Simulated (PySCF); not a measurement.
Si(F)(Br)(Me)(OH) (CH4BrFOSi), SMILES C[Si](O)(F)Br. Coordinates come from a PBE-D3(BJ)/def2-SVP optimisation. The structure was generated by enumeration, and PubChem lists no compound with its InChIKey, so it may never have been made. Other conformers were not sampled.

Level of theory: PBE-D3(BJ)/def2-SVP (PySCF).

Harmonic wavenumbers (cm⁻¹): 120, 147, 175, 231, 235, 280, 316, 423, 695, 743, 766, 814, 887, 942, 1228, 1373, 1376, 2990, 3093, 3102, 3764. Rotational constants (GHz): 3.575, 1.470, 1.441; symmetry number 1.

Work out the zero-point energy and the ideal-gas rigid-rotor harmonic-oscillator thermochemistry at 298.15 K and 1 atm.

ZPE = ½ Σ hcν = ½ × 23701 cm⁻¹ = 33.88 kcal/mol. H − E(el) = 39.14 kcal/mol. Entropy in cal/(mol K): translation 41.10, rotation 28.14, vibration 16.99, total 86.23. G − E(el) = 13.43 kcal/mol. Cp = 26.32 cal/(mol K). Modes under 150 cm⁻¹ make the vibrational entropy uncertain.
